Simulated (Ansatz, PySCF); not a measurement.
Dimer: C2H2 (SMILES C#C) (first 4 atoms) with N2 (SMILES N#N); geometry from B3LYP-D3(BJ)/def2-TZVP.
(charge 0, multiplicity 1):
```
atom    x (Å)    y (Å)    z (Å)
----  -------  -------  -------
C     -0.4374   0.4278  -1.0306
C     -0.0409   0.0401   0.0303
H     -0.7903   0.7730  -1.9716
H      0.3088  -0.3019   0.9744
N      0.4424  -0.4346   4.6429
N      0.5160  -0.5056   3.5572
```

Monomers are frozen at their geometry in the pair; levels with a basis set take the counterpoise correction. Rows marked so take none.

Correlated levels freeze the cores. Rows in 3-21G carry no dispersion term and start afresh at each structure.

Run with Ansatz (a program for electronic structure); PySCF for 3-21G rows. Each number belongs to the level named beside it.

Problem. What is the computed interaction energy (B3LYP/3-21G (no counterpoise))?

Solution. -2.6 kcal/mol
